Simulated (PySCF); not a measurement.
A structure optimised at PBE-D3(BJ)/def2-SVP, used in a PySCF frequency run:

```xyz
5

Ga    -0.0142     0.0065     0.0000
Cl    -1.3305     1.7026     0.0000
Cl     2.1109     0.3524     0.0000
S     -0.8281    -2.0351     0.0000
H      0.4249    -2.5751     0.0000
```
Charge 0, spin multiplicity 1.

Write its SMILES, formula and point group.

[SH][Ga]([Cl])[Cl], Cl2GaHS, Cs

What are its rotational constants (standard atomic weights)?

2.0831, 2.0482, 1.0328 GHz
